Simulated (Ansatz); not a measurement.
# GeH6Sn2: where a starting geometry ends

The starting geometry of this gas-phase singlet was optimised with GFN2-xTB; its bonds are those of `[SnH][GeH2][SnH3]`.

```yaml
atoms:
  - { symbol: Ge, position_ang: [0.4658, 1.2367, 0.6960] }
  - { symbol: Sn, position_ang: [0.3243, 3.5849, 1.8531] }
  - { symbol: Sn, position_ang: [-1.0127, 0.8256, -1.4217] }
  - { symbol: H, position_ang: [-1.2943, 3.1128, 2.4741] }
  - { symbol: H, position_ang: [0.2108, -0.0698, 1.4357] }
  - { symbol: H, position_ang: [1.8254, 0.8376, 0.1049] }
  - { symbol: H, position_ang: [-1.0024, 2.0723, -2.5513] }
  - { symbol: H, position_ang: [-2.6540, 0.6284, -1.1609] }
  - { symbol: H, position_ang: [-0.6225, -0.4984, -2.3767] }
```

Problem. Where would you expect an optimisation with PBE0-D3(BJ)/def2-SVP to take it?

Solution. A new bond forms, giving a structure with H7 bridging Sn3 and Sn2, given below by its coordinates. Distances that change by over a tenth: Sn2–Sn3 (4.49 → 3.27 Å), Sn3–H7 (1.68 → 1.87 Å). Contacts that close: Sn2–H7 (4.84 → 2.08 Å).

The energy falls by 0.44 eV over 38 steps:

```tsv
step	E − E(last) (eV)
1	0.437
5	0.210
9	0.205
13	0.205
17	0.204
22	0.203
26	0.184
30	0.041
34	0.000
38	0.000
```

Final geometry (Å):

```tsv
atom	x (Å)	y (Å)	z (Å)
Ge	0.6867	0.8345	0.8577
Sn	-0.0229	3.4260	0.4616
Sn	-0.9684	0.7286	-1.1299
H	-1.4954	2.9806	1.3615
H	0.1290	-0.0289	2.0042
H	2.0350	0.2569	0.3829
H	-1.0189	2.6022	-1.1648
H	-2.6373	0.3949	-0.9620
H	-0.4676	0.5352	-2.7579
```

Frequencies at the end are all real (lowest 123 cm⁻¹). Atoms past krypton carry core potentials, without spin–orbit terms. Run with Ansatz 0.2.0, 84 s on 2 threads of Intel(R) Xeon(R) 6975P-C (Granite Rapids), with other jobs on the host.
